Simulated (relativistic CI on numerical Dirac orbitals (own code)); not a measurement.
# Ni²⁺ in a cubic cluster: 3p photoemission with charge transfer

Computed with a charge-transfer multiplet model of a cubic metal-ligand cluster with up to 2 ligand holes, Slater and spin-orbit integrals from Dirac-Coulomb-Breit ions, Slater integrals scaled by 0.7. The parameters are those of a tetrahedral site (10Dq negative, t2 hopping the larger). The ground state mixes d8 with configurations of k ligand holes L, whose averages lie at kΔ + k(k − 1)U_dd/2; a core hole lowers each added d electron by U_cd. 20 K, Lorentzian 0.9 eV and Gaussian 0.8 eV FWHM.

Atomic integrals in eV (Slater integrals scaled, ζ unscaled), ground: F2dd 8.519, F4dd 5.287, zeta_d 0.080; with the core hole: F2dd 9.294, F4dd 5.804, zeta_d 0.088, zeta_core 1.457, F2cd 9.998, G1cd 12.349, G3cd 7.524.

Cluster parameters (eV): Δ = 4.3, U_dd = 7.1, 10Dq = -0.1, 10Dq(ligand) = 0, V(eg) = 1.48, V(t2g) = -2.51, final-state hopping factor = 0.9.

```csv
Case,n_d,d8,d9L,d10L2,S
U_cd = 7.1 eV,8.23,0.78,0.22,0.01,1.00
U_cd = 7.7 eV,8.23,0.78,0.22,0.01,1.00
U_cd = 8.9 eV,8.23,0.78,0.22,0.01,1.00
U_cd = 9.5 eV,8.23,0.78,0.22,0.01,1.00
U_cd = 10.1 eV,8.23,0.78,0.22,0.01,1.00
```

Weights, n_d and S are thermal averages at 20 K. Binding energies count from the first peak over 30 % of the highest in each spectrum, which can be another peak from case to case. The parameters are a model scan and need not match a compound or its usual spin state. Peaks in eV (height, largest 100):
- U_cd = 7.1 eV: 0.0 (100), 2.7 (52), 5.5 (70), 9.3 (27), 11.6 (26), 13.4 (21), 15.1 (18), 18.3 (7), 19.9 (14)
- U_cd = 7.7 eV: 0.0 (100), 2.5 (52), 5.5 (72), 9.3 (32), 11.6 (27), 13.2 (23), 14.6 (22), 18.5 (8), 20.2 (17)
- U_cd = 8.9 eV: 0.0 (100), 2.1 (53), 5.6 (73), 9.1 (34), 10.5 (31), 14.1 (34), 19.0 (11), 20.8 (21)
- U_cd = 9.5 eV: 0.0 (100), 1.9 (54), 5.8 (72), 9.2 (35), 10.3 (37), 12.2 (32), 14.2 (37), 19.4 (12), 21.2 (23)
- U_cd = 10.1 eV: 0.0 (100), 1.8 (55), 6.0 (71), 9.0 (36), 10.1 (40), 12.3 (40), 14.5 (36), 17.0 (9), 19.8 (13), 21.6 (25)

Curve for U_cd = 9.5 eV (points under 2 left out, the grid thinned):

E (eV), Intensity and a bar:
```
     -4.1        2.6 
     -3.5        3.4 
     -2.8        5.1 #
     -2.2        7.8 ##
     -1.6       14.2 ####
     -0.9       40.6 #############
     -0.3       89.1 #############################
      0.3       93.5 ##############################
      1.0       61.3 ###################
      1.6       53.3 #################
      2.2       52.5 #################
      2.9       35.8 ###########
      3.5       25.7 ########
      4.1       31.0 #########
      4.8       49.6 ################
      5.4       66.6 #####################
      6.0       69.6 ######################
      6.7       44.2 ##############
      7.3       32.5 ##########
      7.9       29.2 #########
      8.6       32.1 ##########
      9.2       34.6 ###########
      9.9       34.7 ###########
     10.5       35.9 ###########
     11.1       30.2 #########
     11.8       30.9 #########
     12.4       31.4 ##########
     13.0       27.5 ########
     13.7       32.3 ##########
     14.3       36.6 ###########
     14.9       24.1 #######
     15.6       10.1 ###
     16.2        7.6 ##
     16.8        7.3 ##
     17.5        5.6 #
     18.1        5.0 #
     18.7        7.7 ##
     19.4       12.1 ###
     20.0       10.4 ###
     20.6       15.6 ####
     21.3       22.3 #######
     21.9       13.8 ####
     22.5        7.9 ##
     23.2        3.9 #
     23.8        2.2
```

For the case U_cd = 8.9 eV, Δ = 4.3 eV is smaller than U_dd = 7.1 eV, the charge-transfer side of the Zaanen-Sawatzky-Allen scheme. With the core hole the configuration with one ligand hole lies at Δ − U_cd = -2.8, -3.4, -4.6, -5.2, -5.8 eV from the one without, in the order of the table; where this is negative the screened configuration lies lower, though the effective hopping of about 3.0 eV (from the holes of the mixed ground state) mixes the two strongly wherever it is as large as the gap.
